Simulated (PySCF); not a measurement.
Molecule: Ge(H)2(SMe)2, SMILES [S]([GeH2][S]C)C. Atoms near the plane z = 0.0 Å, at the B3LYP/def2-SVP optimised geometry (x, y, z in Å): Ge1 (0.6, 0.8, 0.0), H6 (0.0, 2.2, 0.0), H7 (2.1, 0.8, 0.0), H9 (0.4, -2.2, -0.7), H11 (-2.1, -0.5, 0.7).

Method: PySCF with B3LYP/def2-TZVP. Cells within 0.4 Å of a nucleus heavier than hydrogen are left out (blank, or x). The values are rescaled to run from 0 to 1.

```
|333333333333333333333333333|
|333333333333322333333333333|
|333333333332222222333333333|
|333333333322222222223333333|
|333333333222111122222333333|
|333333333222101112222233333|
|333333333322100112222223333|
|333333333333211222222222333|
|333333333334444332211122233|
|333333334445665443211122233|
|33333344445687xx44200112233|
|33333444445788xx45300122233|
|333344444456897576422222233|
|333444444445799986532222333|
|333444444445577876433333333|
|333444444444455655443333333|
|333444444444444544443333333|
|333444444433444444433333333|
|333334444333444444433333333|
|333333333334444444433333333|
|333333333334444444433333333|
|333333333334444444433333333|
|333333333334444444333333333|
|333333333333444444333333333|
|333333333333334333333333333|
|333333333333333333333333333|
|333333333333333333333333333|
```
Scale: ten equal steps from 0.000 (start of '0') to 1.00 (end of '9'), in the order '0123456789'; x runs from -4.50 to 4.50, y from -4.50 (bottom) to 4.50 (top).

Q: Which quantity is mapped?
A. electron localisation function
B. deformation density (molecule minus spherical neutral atoms)
C. an orbital amplitude
D. electrostatic potential

A: C, an orbital amplitude. In full: LUMO amplitude (bohr^(-3/2)).
